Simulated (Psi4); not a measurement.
C2H5O2, charge +1, singlet, at a GFN2-xTB geometry. Base run: MP2/STO-3G run with Psi4.

Here is a job for Psi4.
```
memory 2 GB

molecule {
1 1
  C    -0.88185762    0.00899774   -0.07418618
  O    -0.71974313   -1.14547322    0.45674714
  O     0.05802829    0.77784465   -0.34442084
  H    -1.87588460    0.39555666   -0.32671543
  C     1.43664404    0.47811999   -0.10026343
  H     1.82407913    1.26580014    0.54905631
  H     1.57697924   -0.50273413    0.35103154
  H     1.95211849    0.54352817   -1.06056024
  H    -1.51229206   -1.68382867    0.63527512
}

set basis sto-3g

energy('mp2')
print_variables()
```

### Question
The base was run again with changes. Order these runs by total energy, lowest first: method = mp3 | method = scs-mp2 | method = ccsd(t).

### Answer
method = ccsd(t) (ΔE vs base (mEh) -49.284), method = mp3 (ΔE vs base (mEh) -24.578), method = scs-mp2 (ΔE vs base (mEh) -9.317)
